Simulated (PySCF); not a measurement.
An excited-state job on `C#CCS[CH2][GaH2-][NH3+]`.

Method: TDDFT wB97X-D/def2-SVPD, vertical, gas phase, core orbitals frozen in the response (PySCF 2.14.0, density-fitted response routines). Geometry: GFN2-xTB. A driver script takes a list of jobs; this job's settings line and coordinates (Å) are shown.

Command:
```bash
OMP_NUM_THREADS=1 python probes_run.py task.json out
```

Input:
```
{"job": {"kind": "uv", "xc": "wB97X-D", "basis": "def2-SVPD", "nstates": 8, "ntriplets": 3}, "charge": 0, "multiplicity": 1}
C     -1.976810     0.106432     1.382588
C     -2.298580     0.414068     0.258230
C     -2.429270     0.698461    -1.140354
S     -1.168505    -0.260660    -2.067042
C      0.359020     0.306840    -1.244223
Ga     0.501035     0.095980     0.777808
N      2.719252     0.063216     0.676351
H     -1.973640    -0.127073     2.414956
H     -2.275916     1.759784    -1.349643
H     -3.394528     0.370006    -1.528211
H      1.120597    -0.319802    -1.730841
H      0.537479     1.333040    -1.600968
H      0.474542    -1.297984     1.426901
H      0.543799     1.347282     1.678583
H      3.073485    -0.754477     0.182643
H      3.081268     0.032704     1.627639
H      3.099773     0.893677     0.225671
```

Output:
```
coarse grid: 64296 points
cycle   1  E = -2535.5769982939  dE =  1.786e-01  |g| = 5.289e-01  |ddm| = 7.871e+00
cycle   2  E = -2535.6040721725  dE = -2.707e-02  |g| = 4.854e-01  |ddm| = 1.635e+00
cycle   3  E = -2535.6372199262  dE = -3.315e-02  |g| = 7.345e-02  |ddm| = 7.433e-01
cycle   4  E = -2535.6380836280  dE = -8.637e-04  |g| = 4.013e-02  |ddm| = 1.747e-01
cycle   5  E = -2535.6384668677  dE = -3.832e-04  |g| = 1.228e-02  |ddm| = 1.068e-01
cycle   6  E = -2535.6385038255  dE = -3.696e-05  |g| = 3.021e-03  |ddm| = 2.762e-02
cycle   7  E = -2535.6385063871  dE = -2.562e-06  |g| = 7.667e-04  |ddm| = 9.580e-03
final grid: 134584 points
cycle   8  E = -2535.6389510964  dE = -1.833e-06  |g| = 9.131e-04  |ddm| = 2.114e-02
cycle   9  E = -2535.6389511759  dE = -7.948e-08  |g| = 8.314e-04  |ddm| = 4.535e-03
cycle  10  E = -2535.6389513224  dE = -1.465e-07  |g| = 1.653e-04  |ddm| = 1.276e-03
cycle  11  E = -2535.6389513297  dE = -7.320e-09  |g| = 8.071e-05  |ddm| = 5.249e-04
cycle  12  E = -2535.6389513325  dE = -2.780e-09  |g| = 2.260e-05  |ddm| = 2.278e-04
cycle  13  E = -2535.6389513328  dE = -3.051e-10  |g| = 9.148e-06  |ddm| = 7.290e-05
converged SCF energy = -2535.6389513328

Static polarisability (au): isotropic 108.903, principal 87.667 110.326 128.716

Singlet excitations
state   eV       nm        f      main configurations
  1   4.6680    265.6   0.00422   H->L+1 0.50, H->L 0.36
  2   5.5905    221.8   0.04090   H->L+2 0.61
  3   5.8086    213.4   0.00506   H->L+3 0.45, H->L 0.17, H->L+1 0.14
  4   5.8223    212.9   0.00231   H->L 0.22, H->L+1 0.17, H-1->L 0.10
  5   5.9007    210.1   0.02035   H->L+3 0.34, H-1->L 0.13, H-1->L+1 0.12
  6   6.3457    195.4   0.04386   H-2->L+1 0.29, H-2->L 0.26
  7   6.3996    193.7   0.02509   H->L+4 0.41, H->L+6 0.27
  8   6.5441    189.5   0.04331   H-1->L 0.52, H-3->L 0.09

Triplet excitations (Tamm-Dancoff, eV): 4.2690 5.0674 5.2584
```

The SCF starts on a coarse grid where the log names one; the energy can jump when the final grid takes over, and dE then counts from the start density on the new grid. H and L stand for HOMO and LUMO; the number after each pair is its weight.

Task: Give S1 in cm⁻¹ and kJ/mol.

Result: 4.6680 eV × 8065.54 = 37650 cm⁻¹; × 96.485 = 450.4 kJ/mol.

Task: Give the mean polarisability as a volume in Å³, and the ratio of the largest to the smallest principal value.

Result: 108.903 au × 0.148185 = 16.14 Å³; 128.716/87.667 = 1.47.

In short: HOMO -7.62 eV, LUMO 1.16 eV; lowest singlet 4.67 eV; lowest triplet 4.27 eV (Tamm–Dancoff); mean polarisability 108.9 au.

 The wB97X-D/def2-SVPD calculation is non-relativistic and has no spin–orbit coupling, an omission that weighs most on gallium.

The run took 2.3 min of wall time on Arm Neoverse N1, one thread, shared host, and the process peaked at 1.1 GiB of memory.

One conformer stands for the species.
Labels such as C1 count atoms from 1, the log's own numbers from 0.

wB97X-D is run here without its empirical dispersion term; that term would change no orbital, density or response property at a fixed geometry.
